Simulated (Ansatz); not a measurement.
A nudged elastic band was laid between two geometries of a periodic cell of 13 atoms, LiPt12 (surface Pt(111), adsorbate Li).

Computed with Ansatz 0.2.0, DFT PBE, scalar-relativistic, plane waves, PAW. Settings: cutoff 420 eV, k mesh 4x4x1, gaussian smearing 0.15 eV, no spin polarisation.

```yaml
movable_images: 5
climbing_image: yes
spring: 2.0 eV/Å²
optimiser: quadratic models (default)
start_path: IDPP
force_threshold: 0.03 eV/Å
iteration_limit: 43
end_points: relaxed
atoms_held: 1 to 4
```

Image 0:

```xyz
13
Lattice="5.5437 0.0000 0.0000 2.7719 4.8010 0.0000 0.0000 0.0000 15.5264" Properties=species:S:1:pos:R:3
Pt 1.386 0.800 1.000
Pt 4.158 0.800 1.000
Pt 2.772 3.201 1.000
Pt 5.544 3.201 1.000
Pt -0.001 1.600 3.335
Pt 2.771 1.596 3.368
Pt 1.382 4.003 3.368
Pt 4.160 4.003 3.368
Pt -0.001 0.014 5.717
Pt 2.771 0.000 5.780
Pt 1.372 2.393 5.716
Pt 4.169 2.393 5.718
Li 2.765 3.199 7.723
```

Image 6:

Only the atoms that move by more than 0.05 Å are listed.
```
Pt9 -0.001 0.000 5.780
Pt10 2.771 0.014 5.717
Li13 5.537 3.199 7.723
```

Q: Which bonds break or form, and what moves?

A: Contacts lost: Pt9–Li13. Contacts made: Pt10–Li13. The atom that moves furthest is Li13, by 2.77 Å.

Q: What energy profile does the band end with?

A: The run converged. The highest image is number 2 of 0 to 6, 0.038 eV above the ends, which have the same energy within 2 meV. The profile has 2 maxima (images 2, 5) with wells between them (image 3): this band takes more than one step, which may be the mechanism or a detour left from its start path. By the program's own check the climbing image is a first-order saddle point (lowest curvatures found: -0.33 and 0.06 eV/Å²). Limits of this set-up: coarse k mesh, thin slab, slab without dipole correction.

```csv
image,path coordinate (Å),energy (eV),Pt9–Li13 (Å),Pt10–Li13 (Å)
0,0.00,0.000,2.58,3.74
1,0.40,0.017,2.52,3.45
2,0.80,0.038,2.49,3.09
3,1.42,-0.001,2.53,2.64
4,2.04,0.012,2.76,2.51
5,2.66,0.033,3.26,2.50
6,3.28,0.000,3.74,2.58
```

Q: What is the geometry of the highest image?

A: 
```xyz
13
Lattice="5.5437 0.0000 0.0000 2.7719 4.8010 0.0000 0.0000 0.0000 15.5264" Properties=species:S:1:pos:R:3:forces:R:3
Pt 1.386 0.800 1.000 0.06 -0.04 -0.04
Pt 4.158 0.800 1.000 -0.05 -0.03 0.02
Pt 2.772 3.201 1.000 0.00 0.00 0.05
Pt 5.544 3.201 1.000 0.00 0.06 -0.03
Pt 0.009 1.583 3.337 0.00 0.00 0.00
Pt 2.765 1.572 3.371 0.00 0.00 0.00
Pt 1.377 3.976 3.371 0.00 0.00 0.00
Pt 4.161 3.980 3.362 0.00 0.00 0.00
Pt -0.019 -0.017 5.683 0.00 0.00 0.00
Pt 2.757 -0.046 5.800 0.00 0.00 0.00
Pt 1.388 2.365 5.764 0.00 0.00 0.00
Pt 4.165 2.338 5.685 0.00 0.00 0.00
Li 3.437 3.551 7.737 0.00 0.00 0.00
```

The band took 9 iterations and of the order of 70 core-minutes.

The run took 24 min on 4 threads of Arm Neoverse V1, with other jobs on the host, peak memory 3.9 GiB.
